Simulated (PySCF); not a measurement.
Gas-phase reaction: 2 In(CH3)3 + 2 C4H6 (butadiene) → 2 InCH3 + 3 C4H8 (trans-2-butene)

Energies from PySCF, thermal terms from the rigid-rotor harmonic-oscillator model, ideal gas at 1 bar. † marks an energy on the PBE0/def2-TZVP geometry and frequencies; other levels use their own. MP2 and CCSD(T) freeze the core. All species are closed-shell singlets. B3LYP is the form with VWN-RPA correlation. In: scalar-relativistic def2 core potential, no spin-orbit coupling. Methyl groups turn as free rotors in In(CH3)3. InCH3: computed as isolated molecules; such fragments, hydroxides, amides, oligomers or adducts are transient or little studied in the gas. MP2 isn't extrapolated to the basis-set limit; its ΔH°(298 K) is -121.4 kJ in def2-SVP and -75.3 kJ in def2-TZVPP. CCSD(T) isn't extrapolated to the basis-set limit. The harmonic model lacks anharmonicity and excited electronic states, which grow with temperature; levels with a mode under 35 cm⁻¹ are left out. Internal rotation in C4H6 (butadiene), C4H8 (trans-2-butene) is treated as a harmonic vibration of one conformer, which makes the entropy rough. Soft modes under 120 cm⁻¹ make the harmonic entropy rough for In(CH3)3.

```
level               ΔE electronic, kJ  ΔH°(298 K), kJ  ΔS°(298 K), J/K  ΔG°(1200 K), kJ
------------------  -----------------  --------------  ---------------  ---------------
B3LYP/def2-TZVP†                 -158            -134               99             -241
CCSD(T)/def2-SVP†                -171            -147               99             -254
HF/def2-TZVP†                    -169            -145               99             -252
M06-2X/def2-TZVP†                -124            -100               99             -207
MP2/def2-SVP†                    -146            -121               99             -228
MP2/def2-TZVPP†                   -99             -75               99             -182
PBE/def2-SVP                     -179            -157               99             -263
PBE/def2-TZVP†                   -139            -115               99             -222
PBE0/def2-TZVP                   -142            -118               99             -225
LDA/def2-TZVP†                   -126            -102               99             -209
ωB97M-V/def2-TZVP†               -116             -92               99             -199
```
ΔH° is lowest at PBE/def2-SVP and highest at MP2/def2-TZVPP†. No reference value is set beside these.
